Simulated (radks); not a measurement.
Problem. Coherent X-ray form factor from a spherical all-electron density. All-electron calculation, scalar-relativistic Kohn-Sham, TASK exchange with Perdew-Wang LDA correlation, spin-polarised, spherical densities, finite nucleus; meta-GGA in the generalised Kohn-Sham scheme; Fermi nuclear charge, rms radius of each element as measured or else 0.836 A^(1/3) + 0.57 fm. Program: a radial shooting solver on a logarithmic mesh with Libxc functionals.

sin(theta)/lambda (1/angstrom)  f0 (electrons)
0.05                                    30.602
0.1                                     29.512
0.15                                    27.971
0.2                                     26.237
0.25                                    24.490
0.3                                     22.814
0.4                                     19.732
0.5                                     16.966
0.6                                     14.520
0.8                                     10.750
1                                        8.410
1.25                                     6.815
1.5                                      5.911
2                                        4.607

The species is in the configuration that NIST lists as its ground one. Which atom or ion scatters so?

Solution. The arsenic ion As2+, [Ar] 3d10 4s2 4p1. Extrapolating in s^2 from the first two rows gives f0(0) = 31.0, near the electron count 31; among species with that count, the fall with angle is slower the higher Z, and the table is that of Z = 33; from so few rows the species is fixed only to a neighbour or two.
